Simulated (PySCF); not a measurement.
Compound: C6H7N.
Atom-mapped SMILES: `[CH2:1]=[CH:2][c:3]1[cH:4][cH:5][cH:6][nH:7]1` (hydrogens: H8, H9 on C1; H10 on C2; H11 on C4; H12 on C5; H13 on C6; H14 on N7)

Method used: PBE/def2-SVP geometry optimisation, gas phase (PySCF).

**Question.** What internal coordinates does the optimisation give?

**Answer.** 
```json
{"bond": "C1=C2", "length (pm)": "135.5"}
{"bond": "C2–C3", "length (pm)": "144.9"}
{"bond": "C3–C4", "length (pm)": "140.5"}
{"bond": "C4–C5", "length (pm)": "142.2"}
{"bond": "C5–C6", "length (pm)": "139.4"}
{"bond": "C6–N7", "length (pm)": "137.3"}
{"bond": "C3–N7", "length (pm)": "138.5"}
{"bond": "C1–H8", "length (pm)": "110.3"}
{"bond": "C1–H9", "length (pm)": "109.9"}
{"bond": "C2–H10", "length (pm)": "110.3"}
{"bond": "C4–H11", "length (pm)": "109.6"}
{"bond": "C5–H12", "length (pm)": "109.6"}
{"bond": "C6–H13", "length (pm)": "109.6"}
{"bond": "N7–H14", "length (pm)": "101.9"}
```

A selection of angles:
```json
{"angle": "C2–C1–H8", "degrees": "122.8"}
{"angle": "C2–C1–H9", "degrees": "121.0"}
{"angle": "H8–C1–H9", "degrees": "116.2"}
{"angle": "C1–C2–C3", "degrees": "127.9"}
{"angle": "C1–C2–H10", "degrees": "118.5"}
{"angle": "C3–C2–H10", "degrees": "113.6"}
{"angle": "C2–C3–C4", "degrees": "129.3"}
{"angle": "C2–C3–N7", "degrees": "124.3"}
{"angle": "C4–C3–N7", "degrees": "106.4"}
{"angle": "C3–C4–C5", "degrees": "108.1"}
{"angle": "C3–C4–H11", "degrees": "124.8"}
{"angle": "C5–C4–H11", "degrees": "127.2"}
{"angle": "C4–C5–C6", "degrees": "107.0"}
{"angle": "C4–C5–H12", "degrees": "127.2"}
{"angle": "C6–C5–H12", "degrees": "125.8"}
{"angle": "C5–C6–N7", "degrees": "107.9"}
{"angle": "C5–C6–H13", "degrees": "130.8"}
{"angle": "N7–C6–H13", "degrees": "121.2"}
{"angle": "C6–N7–H14", "degrees": "125.0"}
{"angle": "C3–N7–C6", "degrees": "110.5"}
{"angle": "C3–N7–H14", "degrees": "124.4"}
```

Dihedral angles: C1–C2–C3–C4 180° (antiperiplanar).

The C–C distances run from 1.355 Å (C1=C2, drawn double) to 1.449 Å (C2–C3, drawn single), a spread of 0.094 Å. The 7 heavy atoms lie in one plane (0.000 Å rms). The 5-membered ring C3–C4–C5–C6–N7 has internal angles of 106.4° to 110.5°; it is planar, 0.00 Å rms from its mean plane, widest ring torsion 0°. N7 (pyrrole-type nitrogen) is planar (angles 125.0°, 124.4° and 110.5°, sum 360.0°, 0.00 Å off the plane of its three neighbours). Of the pairs four or more bonds apart, H8···H14 is among the closest relative to their van der Waals radii: 2.33 Å, 97 % of the sum of Bondi's values.

Point group: Cs (every atom within 0.08 Å of its image). No PBE/def2-SVP frequencies stand behind this structure, so it isn't proved a minimum. The numbers are those of one conformer.
